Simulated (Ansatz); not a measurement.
Two isomers of C2H8OSSi: A = `CO[SiH2]SC`, B = `COCS[SiH3]`.

Isolated molecules relaxed with PBE0-D4/def2-TZVP in Ansatz; ΔE leaves out vibrations. CCSD(T)/CBS is the MP2 limit (def2-TZVPP, def2-QZVPP) plus CCSD(T) − MP2 in def2-TZVPP, frozen cores. DFT in def2-TZVPP. B3LYP here is the variant with VWN-RPA as its local correlation; programs differ in this. Each species was taken in one conformer, which may not be the lowest.

Question: Which isomer does CCSD(T)/CBS put lower? Give the gap. (Best estimate.)

Answer: Computed: A, by 39.6 kcal/mol.

Question: Give E(B) − E(A) in kcal/mol with PBE-D4, MP2/def2-TZVPP, CCSD(T)/def2-TZVPP, B3LYP-D4, B3LYP, PBE0-D4, r2SCAN-D4. (Estimate.)

Answer: The calculation gave: PBE-D4 35.7, MP2/def2-TZVPP 40.1, CCSD(T)/def2-TZVPP 38.5, B3LYP-D4 38.5, B3LYP 38.9, PBE0-D4 37.3, r2SCAN-D4 38.3. None reverses the order clearly.

Largest T1 diagnostic: 0.012.

In def2-TZVPP, CCSD(T) changes the Hartree–Fock value by −2.9 kcal/mol (the triples alone add −0.7 kcal/mol) and MP2 by −1.3 kcal/mol. From PBE to PBE0 (25 % exact exchange), in def2-TZVPP and without D4, E(B) − E(A) moves by +1.6 kcal/mol.
